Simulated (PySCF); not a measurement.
Positional isomers: propene formyl. Isolated molecules, 0 K electronic values unless said otherwise. One relaxed conformer stands for each flexible species; it need not be the lowest. Strings in code marks are SMILES.

Computed with PBE-D3(BJ)/def2-TZVP // B3LYP-D3(BJ)/def2-TZVP (PySCF). Delta-SCF ions had no search for a lower state. 

| species | HOMO (eV) | S1 oscillator strength | vertical ionisation energy (Delta-SCF) (eV) |
|---|---|---|---|
| `O=CC(C)=C` (C–C–C–O torsion 180°) | -5.88 | ___ | – |
| `C=CCC=O` (C–C–C–C torsion -120°, C–C–C–O torsion 131°) | -5.84 | 0.008 | 9.03 |
| `C/C=C/C=O` (C–C–C–O torsion 0°) | -5.71 | 0.000 | ___ |
| `C/C=C\C=O` (C–C–C–O torsion 1°) | -5.66 | 0.000 | 9.23 |

What belongs in the gaps?


- `O=CC(C)=C` (C–C–C–O torsion 180°), S1 oscillator strength: 0.000
- `C/C=C/C=O` (C–C–C–O torsion 0°), vertical ionisation energy (Delta-SCF) (eV): 9.38
